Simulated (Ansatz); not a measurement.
Ansatz (a first-principles code) input (B3LYP/6-31G*):

Ansatz 0.2 input:
```yaml
crystal:
  periodic: [false, false, false]
  atoms:
    - {symbol: N, position_ang: [-0.00000000, 0.00000000, -0.00000000]}
    - {symbol: H, position_ang: [1.02518100, -0.02305400, -0.01265800]}
    - {symbol: H, position_ang: [-0.49240400, 0.89923600, 0.02450700]}
    - {symbol: H, position_ang: [-0.53277700, -0.87618300, -0.01184900]}
basis:
  gaussian:
    orbitals: 6-31G*
hamiltonian:
  xc: {name: B3LYP}
total_charge: 1
magnetization: {spin_polarized: true, initial_magnetization: 1}
output: {forces: true}
```

Output:

```
Functional definition: B3LYP
integrals: 0.00 GiB planned
234 factors; integrals over basis functions are off by at most 8.2e-4 eV
mean field: 0.06 GiB planned
mean field evaluation 1: about -1522.0782 eV, gradient 4.1e1 eV
mean field evaluation 2: about -1521.4688 eV, gradient 4.2e1 eV
mean field evaluation 4: about -1528.8555 eV, gradient 1.2e-1 eV
mean field evaluation 8: about -1528.8539 eV, gradient 1.4e-4 eV
mean field -1528.85392418 eV, -56.1843454193 hartree, gradient 9.7e-6 eV, S^2 0.753594; 0 other end points of the search recorded, 0 dependent functions left out
the calculation of the forces begins
reference -1528.85402739 eV, -56.1843492121 hartree; 5, 4 occupied and 16, 17 virtual orbitals, 234 factors
Total energy: -1528.85402739 eV, -56.1843492121 hartree
Atom 0 at    -0.000000     0.000000    -0.000000 Å, force    -0.000019     0.000000     0.000000 eV/Å
Atom 1 at     1.025181    -0.023054    -0.012658 Å, force     0.153906    -0.003461    -0.001900 eV/Å
Atom 2 at    -0.492404     0.899236     0.024507 Å, force    -0.073913     0.135002     0.003679 eV/Å
Atom 3 at    -0.532777    -0.876183    -0.011849 Å, force    -0.079974    -0.131541    -0.001779 eV/Å
Dipole moment:     0.000000    -0.000000    -0.000000 e Å
```

The dipole moment of an ion depends on the origin.

The geometry given is a B3LYP-D3(BJ)/def2-TZVP minimum.
